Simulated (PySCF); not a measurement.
Atoms are numbered as in `[CH3:1][C:2]#[C:3][C@:4]1([F:5])[SiH2:6][Si@@H:7]([F:8])[SiH2:9]1`; H(Xn) means a hydrogen on atom n. Ha(Si6), Ha(Si9) are cis to F8 on the ring; Hb(Si6), Hb(Si9) are trans to F8 on the ring.

PySCF calculation with GFN2-xTB geometry and σ from GIAO-PBE0/pcSseg-1; no relativistic terms, one averaged value for each set of equivalent atoms, no solvent model, one computed conformer.

Q: Predict the 2D correlation tables (HSQC, COSY, HMBC).

A: 

HSQC (one-bond C–H):
| δH | δC |
| --- | --- |
| 2.20 (H(C1)) | 6.1 (C1) |

COSY cross peaks (H two or three bonds apart, from the bond graph; peaks can be absent where the dihedral angle is near 90°):
| δH | δH |
| --- | --- |
| 6.73 (H(Si7)) | 5.24 (Ha(Si6)/Ha(Si9)) |
| 6.73 (H(Si7)) | 4.65 (Hb(Si6)/Hb(Si9)) |
| 5.24 (Ha(Si6)/Ha(Si9)) | 4.65 (Hb(Si6)/Hb(Si9)) |

HMBC (two and three bonds, from the bond graph):
| δH | δC |
| --- | --- |
| 6.73 (H(Si7)) | 90.9 (C4) |
| 5.24 (Ha(Si6)/Ha(Si9)) | 90.9 (C4), 86.5 (C3) |
| 4.65 (Hb(Si6)/Hb(Si9)) | 90.9 (C4), 86.5 (C3) |
| 2.20 (H(C1)) | 106.1 (C2), 86.5 (C3) |

Referencing at the same level of theory: ¹H (31.72 ppm) and ¹³C (186.93 ppm) vs TMS.

Shifts are as computed. Against solution values, carbons near 30 ppm lie about +3 ppm off and those near 130 ppm about +5 ppm. Of 1309 compounds with measured shifts, 239 miss one by over three times the rms of a fit or turn the order of signals round; such compounds aren't used in these exercises.
